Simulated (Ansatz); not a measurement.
`COB(C)S` + H₂ → `CBS` + CH₃OH at 400 K and 1 bar (hydrogenolysis of a B–O bond).

Calculated with Ansatz (gas phase, PBE0-D4/def2-TZVP geometries, no zero-point term in ΔE). CBS: MP2 limit from def2 TZ/QZ plus the TZ coupled-cluster correction, frozen cores. This one scheme is used for every species. Each species was taken in one conformer, which may not be the lowest.

```
  species  CCSD(T)/CBS energy (Eh)  H − E (kJ/mol)  S (J/(mol·K))
`COB(C)S`               -578.14380           280.3          388.2
       H₂                 -1.17544            38.0          139.0
    `CBS`               -463.66090           177.9          309.0
    CH₃OH               -115.61712           151.2          252.6
```

H − E and S are ideal-gas, rigid-rotor, harmonic terms from PBE0-D4/def2-TZVP, for one conformer and one mirror image of each species. The MP2-based limit puts H₂ 0.8 mEh under its directly extrapolated value; such offsets cancel only in part. 1 Eh = 2625.50 kJ/mol, R = 8.31446 J/(mol·K).

By hand: ΔE, ΔH, ΔS and ΔG.

ΔE = (-463.66090) + (-115.61712) − (-578.14380) − (-1.17544) = 0.04122 Eh = 108.2 kJ/mol. Δ(H − E) = 177.9 + 151.2 − 280.3 − 38.0 = 10.8, so ΔH = 119.0 kJ/mol. ΔS = 309.0 + 252.6 − 388.2 − 139.0 = 34.4 J/(mol·K). ΔG = 119.0 − 400 × (34.4)/1000 = 105.2 kJ/mol.

By hand: the equilibrium constant, and the temperature at which ΔG would vanish if ΔH and ΔS stayed fixed.

log₁₀ K = −ΔG/(RT ln 10) = -13.7. ΔG = 0 at ΔH/ΔS = 3459 K, far beyond where these terms or the molecules hold.

ΔH outweighs TΔS. A doubt of 5 kJ/mol in ΔE shifts log₁₀ K by 0.7 here. Other conformers and mirror images would add mixing entropy, several J/(mol·K) or more a flexible species. Modes under 60 cm⁻¹, often nearly free rotors, make the harmonic entropy too high. These are equilibria of isolated gas molecules and say nothing of rates. Largest T1 diagnostic: 0.013 (customary marks: 0.02 for closed shells, 0.045 for open ones).
